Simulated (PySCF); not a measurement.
Isomers of C4H12OSi. Method used: PySCF 2.14.0, density-fitted response routines, TDDFT PBE0/def2-SVPD, vertical, gas phase, core orbitals frozen in the response. Geometries: PBE0-D3(BJ)/def2-SVP; one conformer of each isolated species. Triplets are in the Tamm–Dancoff approximation.

A. `CC(C)(C)O[SiH3]`
B. `CC([SiH2]OC)C`
C. `CO[Si](C)(C)C`

Lowest singlet levels (six at most, fewer where fewer were computed) with oscillator strengths:

1. 178 nm (f 0.008); 165 nm (f 0.019); 160 nm (f 0.026); 156 nm (f 0.014); 155 nm (f 0.019); 151 nm (f 0.070); T1 6.85 eV
2. 178 nm (f 0.005); 166 nm (f 0.030); 164 nm (f 0.003); 155 nm (f 0.006); 155 nm (f 0.003); 150 nm (f 0.040); T1 6.67 eV
3. 177 nm (f 0.003); 170 nm (f 0.048); 163 nm (f 0.017); 163 nm (f 0.016); 158 nm (f 0.034); 156 nm (f 0.001); T1 6.71 eV

Question: Match each spectrum to its molecule.

Answer: 1 = C, 2 = A, 3 = B.
- A: S1 at 6.97 eV, HOMO→LUMO (90%); Löwdin shares by element: HOMO oxygen 47%, carbon 16% or more, silicon 12% (atoms not listed hold the other 25%); LUMO silicon 25%, carbon 15% or more, oxygen 7% (atoms not listed hold the other 52%); HOMO -7.97 and LUMO 0.34 eV.
- B: S1 at 7.01 eV, HOMO→LUMO (92%); Löwdin shares by element: HOMO oxygen 51%, silicon 12%, carbon 11% or more, hydrogen 8% or more (atoms not listed hold the other 19%); LUMO silicon 25%, carbon 14% or more, oxygen 10%, hydrogen 8% or more (atoms not listed hold the other 44%); HOMO -7.94 and LUMO 0.48 eV; point group Cs.
- C: S1 at 6.97 eV, HOMO→LUMO (97%); Löwdin shares by element: HOMO oxygen 46%, carbon 30% or more (atoms not listed hold the other 24%); LUMO carbon 28% or more, silicon 16% (atoms not listed hold the other 56%); HOMO -7.59 and LUMO 0.47 eV.
A and B have S1 within 0.05 eV of each other; their strongest listed levels stand at 8.26 eV (f 0.040) and 7.28 eV (f 0.048).
A and C have S1 within 0.01 eV of each other; their strongest listed levels stand at 8.26 eV (f 0.040) and 8.19 eV (f 0.070).
B and C have S1 within 0.05 eV of each other; their strongest listed levels stand at 7.28 eV (f 0.048) and 8.19 eV (f 0.070).
